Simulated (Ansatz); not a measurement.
The cluster Ta₃, relaxed as a doublet with UKS PBE0-D4/def2-TZVP in Ansatz, starting from the GFN2-xTB geometry. Force threshold 0.02 eV/Å.

In the def2 sets Ta takes a core potential; there is no spin–orbit coupling. The charge 0 doublet is spin-contaminated (final ⟨S²⟩ up to 2.49, 0.75 for a pure state). The structure comes from a short search, and lower isomers may exist.

Start:

```tsv
atom	x (Å)	y (Å)	z (Å)
Ta1	1.5360	-1.2127	-0.7639
Ta2	-1.8333	-0.9480	0.6390
Ta3	0.2973	2.1607	0.1249
```

| step | energy (eV) | largest force component (eV/Å) | SCF passes |
| --- | --- | --- | --- |
| 1 | -4640.1925 | 1.721 | 401 |
| 2 | -4641.1160 | 2.515 | 86 |
| 3 | -4642.8486 | 3.523 | 92 |
| 4 | -4644.9786 | 3.469 | 226 |
| 5 | -4646.2596 | 1.449 | 71 |
| 6 | -4646.3700 | 0.270 | 113 |
| 7 | -4646.3785 | 0.120 | 61 |
| 8 | -4646.3794 | 0.032 | 57 |
| 9 | -4646.3795 | 0.005 | 56 |

Force components are those of the run's own axes.

End:

```tsv
atom	x (Å)	y (Å)	z (Å)
Ta1	1.067	-0.803	-0.526
Ta2	-1.241	-0.587	0.439
Ta3	0.175	1.391	0.087
```

By distances, no bond broke or formed. The bond that changes most is Ta2–Ta3, from 3.80 to 2.46 Å (atoms count from 1). The end is the same structure that another start reached, the lowest one found.

No frequencies were taken in this run, so the end may be a saddle point.

It took 98 s on 2 threads of AMD EPYC 7R43 on a shared host.
